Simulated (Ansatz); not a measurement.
Cr3⁻. Charge -1, multiplicity 4. Geometry r2SCAN-D4/def2-TZVPD; atoms count from 1.

```csv
atom,x (Å),y (Å),z (Å)
Cr1,0.667,1.386,0.361
Cr2,-1.551,-0.299,0.068
Cr3,0.883,-1.087,-0.429
```

The charge -1 quartet is spin-contaminated (final ⟨S²⟩ up to 10.20, 3.75 for a pure state). The highest occupied level of the charge -1 quartet lies above zero (up to 0.19 eV). It is a level of β spin, whose loss leaves a quintet; that state wasn't run at this geometry and level. The electron is either unbound and held by the finite basis, or the level is raised by self-interaction error. The geometry of the quartet was relaxed on an unsound state (⟨S²⟩ 9.93, where a pure state has 3.75). At PBE0-D4/def2-TZVPD a sextet of charge -1 lies 0.48 eV below the quartet, each at its own geometry. That sextet is doubtful there (⟨S²⟩ 14.37, where a pure state has 8.75). The structure comes from a short search, and lower isomers may exist.

**Question.** Estimate the Mulliken populations from the PBE0/def2-TZVPD orbitals of Ansatz.

**Answer.** 
```tsv
atom	charge (e)	spin (α − β)	d electrons
Cr1	-0.33	4.41	4.85
Cr2	-0.33	4.41	4.85
Cr3	-0.33	-5.82	4.93
```
Mulliken values and Mayer orders depend strongly on the basis. With diffuse functions, as here, like atoms can get unlike values, and bond orders can come out too low or too high.

**Question.** Where does the spin sit?

**Answer.** Summed by element: Cr 3.00, of 3 unpaired in all. Largest on single atoms: Cr3 -5.82, Cr2 4.41, Cr1 4.41.

**Question.** And the Mayer bond orders between bonded heavy atoms (over 0.3)?

**Answer.** Cr1–Cr2 0.86 (2.80 Å); Cr1–Cr3 0.80 (2.61 Å); Cr2–Cr3 0.80 (2.61 Å).
